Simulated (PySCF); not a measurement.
SMILES CCB(C=C)C=C, singlet, GFN2-xTB optimised geometry.

```
18

B     -0.44    -0.14     0.00
C     -1.28    -1.48    -0.01
C     -2.29    -1.58     1.15
H     -0.65    -2.37     0.01
H     -1.85    -1.53    -0.95
H     -2.97    -0.73     1.14
H     -1.76    -1.60     2.10
H     -2.88    -2.50     1.07
C     -1.16     1.24     0.00
C     -2.33     1.51    -0.58
H     -0.65     2.08     0.47
H     -2.77     2.50    -0.58
H     -2.88     0.75    -1.10
C      1.11    -0.14     0.00
C      1.89    -1.10    -0.49
H      1.62     0.74     0.39
H      2.97    -1.04    -0.51
H      1.47    -2.00    -0.92
```

Density from PySCF with PBE0/def2-SVP at that geometry.

Minimum of the electron density along straight lines between bonded atoms, close to the bond critical point (lines longer than 1.1 times the sum of covalent radii, or with two minima, are not listed):

```csv
bond,length / Å,ρ at the minimum / e bohr⁻³,∇²ρ there / e bohr⁻⁵,position (fraction from the first atom)
B1–C2,1.588,0.179,-0.18,0.33
C2–C3,1.534,0.234,-0.51,0.50
C2–H4,1.091,0.273,-0.96,0.62
C2–H5,1.095,0.267,-0.92,0.62
C3–H6,1.087,0.278,-1.02,0.63
C3–H7,1.088,0.276,-1.01,0.62
C3–H8,1.089,0.276,-1.00,0.62
B1–C9,1.555,0.183,-0.07,0.32
C9–C10,1.331,0.339,-0.91,0.49
C9–H11,1.087,0.276,-1.01,0.62
C10–H12,1.080,0.283,-1.09,0.63
C10–H13,1.079,0.284,-1.09,0.63
B1–C14,1.555,0.183,-0.07,0.32
C14–C15,1.331,0.340,-0.92,0.49
C14–H16,1.087,0.277,-1.01,0.62
C15–H17,1.080,0.283,-1.09,0.63
C15–H18,1.078,0.284,-1.10,0.64
```
